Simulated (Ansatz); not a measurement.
`C#CCC[SiH3]` + H₂ → `CC[SiH3]` + `C#C`  (hydrogenolysis of a C–C bond)

Program: Ansatz. Geometries: PBE0-D4/def2-TZVP. ΔE: electronic, gas phase. CCSD(T)/CBS adds triple-zeta CCSD(T) − MP2 to the extrapolated MP2 energy (def2 sets, frozen cores). This one scheme is used for every species. DFT in def2-TZVPP. Each species was taken in one conformer, which may not be the lowest.

`C#CCC[SiH3]`:

```xyz
13

C    -2.589    1.406   -1.133
C    -1.712    0.986   -0.430
C    -0.633    0.462    0.392
C     0.404   -0.324   -0.419
Si    1.805   -1.009    0.628
H    -3.371    1.782   -1.750
H    -0.149    1.295    0.914
H    -1.062   -0.176    1.173
H    -0.086   -1.153   -0.939
H     0.826    0.318   -1.197
H     2.771   -1.753   -0.223
H     2.524    0.098    1.317
H     1.270   -1.932    1.667
```

H₂:

Z-matrix (Å, degrees):
```
H
H 1 0.746
```

`CC[SiH3]`:

Cartesian coordinates in Å:
```
C -0.347 1.286 0.495
C -0.487 -0.234 0.466
Si 0.649 -1.063 -0.775
H -1.021 1.738 1.227
H -0.577 1.726 -0.479
H 0.671 1.587 0.756
H -1.517 -0.519 0.228
H -0.278 -0.656 1.455
H 2.073 -0.757 -0.461
H 0.365 -0.567 -2.151
H 0.470 -2.541 -0.761
```

`C#C`:

Cartesian coordinates in Å:
```
C -0.549 0.237 -0.024
C 0.549 -0.237 0.024
H -1.526 0.659 -0.066
H 1.526 -0.659 0.066
```

| level | ΔE (eV) |
| --- | --- |
| ωB97M-V | -0.41 |
| r2SCAN | -0.37 |
| PBE0 | -0.40 |
| SCS-MP2/def2-TZVPP | -0.40 |
| HF/def2-QZVPP | -0.58 |
| MP2/def2-QZVPP | -0.34 |
| SCS-MP2/def2-QZVPP | -0.39 |
| HF/CBS(def2) | -0.58 |

(1) What does CCSD(T)/CBS give? (Estimate.)

Largest T1 diagnostic among the species: 0.013.

Answers

(1) Ansatz gave: -0.41 eV. The listed levels differ from it by 0.00, 0.04, 0.01, 0.01, -0.17, 0.07, 0.02, -0.17 eV.

In def2-TZVPP, CCSD(T) changes the Hartree–Fock value by +0.16 eV (the triples alone add +0.04 eV) and MP2 by +0.24 eV. The D4 term adds +0.08 eV with B3LYP and +0.05 eV with PBE0; it sums over pairs of atoms, weighted by their polarisabilities, and B3LYP, whose exchange is more repulsive, gets the larger term.

B3LYP here is the variant with VWN-RPA as its local correlation; programs differ in this.
